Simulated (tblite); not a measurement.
Parent: `[F:1][Si@@H:2]1[CH2:3][CH2:4][C:5](=[S:6])[CH2:7]1` with F1–Si2–C3–C4 -103°, Si2–C3–C4–C5 -30°, C3–C4–C5–S6 -134°, C4–C5–C7–Si2 -33°, C4H7FSSi.

Structures optimised with GFN2-xTB, isolated species. One conformer each, not checked by frequencies here.

| coordinate of the parent | value |
| --- | --- |
| F1–Si2 | 1.618 Å |
| Si2–C3 | 1.903 Å |
| C3–C4 | 1.540 Å |
| C4–C5 | 1.497 Å |
| C5=S6 | 1.621 Å |
| C5–C7 | 1.489 Å |
| Si2–C7 | 1.906 Å |
| F1–Si2–C3 | 111.0° |
| F1–Si2–C7 | 109.8° |
| C3–Si2–C7 | 93.8° |
| Si2–C3–C4 | 105.4° |
| C3–C4–C5 | 108.9° |
| C4–C5–S6 | 123.5° |
| C4–C5–C7 | 112.9° |
| S6–C5–C7 | 123.6° |
| Si2–C7–C5 | 104.4° |

Q: How does the shared frame change in `[CH3:1][C:2](=[S:3])[C@@H:4]1[CH2:5][Si@H:6]([F:7])[CH2:8][C:9]1=[S:10]` with C1–C2–C4–C5 -150°, C2–C4–C5–Si6 -114°, C4–C5–Si6–F7 130°, C5–Si6–C8–C9 -30°, Si6–C8–C9–S10 -140°, C6H9FS2Si? Atoms pair as F1 = F7, Si2 = Si6, C3 = C5, C4 = C4, C5 = C9, S6 = S10, C7 = C8 (parent first).

A: 
```json
{"parent": "F1–Si2", "relative": "F7–Si6", "value in the relative": "1.610 Å", "change": "-0.008"}
{"parent": "Si2–C3", "relative": "Si6–C5", "value in the relative": "1.901 Å", "change": "-0.002"}
{"parent": "C3–C4", "relative": "C5–C4", "value in the relative": "1.539 Å", "change": "-0.001"}
{"parent": "C4–C5", "relative": "C4–C9", "value in the relative": "1.518 Å", "change": "+0.021"}
{"parent": "C5=S6", "relative": "C9=S10", "value in the relative": "1.623 Å", "change": "+0.002"}
{"parent": "C5–C7", "relative": "C9–C8", "value in the relative": "1.475 Å", "change": "-0.014"}
{"parent": "Si2–C7", "relative": "Si6–C8", "value in the relative": "1.906 Å", "change": "0.000"}
{"parent": "F1–Si2–C3", "relative": "F7–Si6–C5", "value in the relative": "112.5°", "change": "+1.5"}
{"parent": "F1–Si2–C7", "relative": "F7–Si6–C8", "value in the relative": "111.2°", "change": "+1.4"}
{"parent": "C3–Si2–C7", "relative": "C5–Si6–C8", "value in the relative": "92.0°", "change": "-1.8"}
{"parent": "Si2–C3–C4", "relative": "Si6–C5–C4", "value in the relative": "107.3°", "change": "+1.9"}
{"parent": "C3–C4–C5", "relative": "C5–C4–C9", "value in the relative": "110.4°", "change": "+1.5"}
{"parent": "C4–C5–S6", "relative": "C4–C9–S10", "value in the relative": "121.7°", "change": "-1.8"}
{"parent": "C4–C5–C7", "relative": "C4–C9–C8", "value in the relative": "113.6°", "change": "+0.7"}
{"parent": "S6–C5–C7", "relative": "S10–C9–C8", "value in the relative": "124.7°", "change": "+1.1"}
{"parent": "Si2–C7–C5", "relative": "Si6–C8–C9", "value in the relative": "103.2°", "change": "-1.2"}
```

Of the parent's bonds, C4–C5 changes most (+0.021 Å). Bonds of the relative outside the shared frame: C1–C2 1.483, C2=S3 1.625, C2–C4 1.510 Å. Point group C1 → C1.

Q: How does the shared frame change in `[CH2:1]=[C:2]([CH3:3])[C@@H:4]1[CH2:5][Si@H:6]([F:7])[CH2:8][C:9]1=[S:10]` with C1–C2–C4–C5 31°, C2–C4–C5–Si6 -96°, C4–C5–Si6–F7 111°, C5–Si6–C8–C9 -16°, Si6–C8–C9–S10 -146°, C7H11FSSi? Atoms pair as F1 = F7, Si2 = Si6, C3 = C5, C4 = C4, C5 = C9, S6 = S10, C7 = C8 (parent first).

A: 
```tsv
parent	relative	value in the relative	change
F1–Si2	F7–Si6	1.618 Å	0.000
Si2–C3	Si6–C5	1.901 Å	-0.002
C3–C4	C5–C4	1.541 Å	+0.001
C4–C5	C4–C9	1.506 Å	+0.009
C5=S6	C9=S10	1.623 Å	+0.002
C5–C7	C9–C8	1.487 Å	-0.002
Si2–C7	Si6–C8	1.902 Å	-0.004
F1–Si2–C3	F7–Si6–C5	112.2°	+1.2
F1–Si2–C7	F7–Si6–C8	110.7°	+0.9
C3–Si2–C7	C5–Si6–C8	93.8°	0.0
Si2–C3–C4	Si6–C5–C4	106.8°	+1.4
C3–C4–C5	C5–C4–C9	109.4°	+0.5
C4–C5–S6	C4–C9–S10	122.6°	-0.9
C4–C5–C7	C4–C9–C8	114.0°	+1.1
S6–C5–C7	S10–C9–C8	123.4°	-0.2
Si2–C7–C5	Si6–C8–C9	104.4°	0.0
```

Of the parent's bonds, C4–C5 changes most (+0.009 Å). Bonds of the relative outside the shared frame: C1=C2 1.323, C2–C3 1.496, C2–C4 1.520 Å. Point group C1 → C1.

Q: How does the shared frame change in `[CH3:1][CH2:2][CH2:3][C@@H:4]1[CH2:5][Si@@H:6]([F:7])[CH2:8][C:9]1=[S:10]` with C1–C2–C3–C4 -179°, C2–C3–C4–C5 -75°, C3–C4–C5–Si6 -85°, C4–C5–Si6–F7 -130°, C5–Si6–C8–C9 -6°, Si6–C8–C9–S10 -152°, C7H13FSSi? Atoms pair as F1 = F7, Si2 = Si6, C3 = C5, C4 = C4, C5 = C9, S6 = S10, C7 = C8 (parent first).

A: 
```csv
parent,relative,value in the relative,change
F1–Si2,F7–Si6,1.615 Å,-0.003
Si2–C3,Si6–C5,1.898 Å,-0.005
C3–C4,C5–C4,1.537 Å,-0.003
C4–C5,C4–C9,1.502 Å,+0.005
C5=S6,C9=S10,1.621 Å,0.000
C5–C7,C9–C8,1.493 Å,+0.004
Si2–C7,Si6–C8,1.903 Å,-0.003
F1–Si2–C3,F7–Si6–C5,110.9°,-0.1
F1–Si2–C7,F7–Si6–C8,110.9°,+1.1
C3–Si2–C7,C5–Si6–C8,93.7°,-0.1
Si2–C3–C4,Si6–C5–C4,105.4°,0.0
C3–C4–C5,C5–C4–C9,107.8°,-1.1
C4–C5–S6,C4–C9–S10,122.9°,-0.6
C4–C5–C7,C4–C9–C8,113.9°,+1.0
S6–C5–C7,S10–C9–C8,123.2°,-0.4
Si2–C7–C5,Si6–C8–C9,104.9°,+0.5
```

Of the parent's bonds, Si2–C3, C4–C5 and C5–C7 change most and about equally (-0.005 to +0.005 Å). Bonds of the relative outside the shared frame: C1–C2 1.524, C2–C3 1.527, C3–C4 1.540 Å. Point group C1 → C1.

All values are computed, not measured.
